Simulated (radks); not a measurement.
Values are calculated unless marked as measured or tabulated.
Orbital eigenvalues (eV) of the magnesium ion Mg2+, [Ne], at several levels of relativity; Dirac values are averaged over j with weights 2j + 1. Spin-unpolarised spherical Kohn-Sham, PBE, point nucleus unless stated (finite: rms radius 3.057 fm), a radial shooting solver on a logarithmic mesh with Libxc functionals. A level marked "c x" has the speed of light scaled by that factor and shares open shells by 2j + 1; other Dirac levels either fill j = l - 1/2 first or share by 2j + 1.

shell,non-rel.,scalar-rel.,"Dirac, 2j+1 shares, finite nucleus","Dirac, c x 0.75","change of magnitude, last against first (%)"
1s,-1277.7,-1280.2,-1280.1,-1282.0,+0.34
2s,-99.644,-99.968,-99.963,-100.21,+0.57
2p,-66.718,-66.705,-66.700,-66.686,-0.05
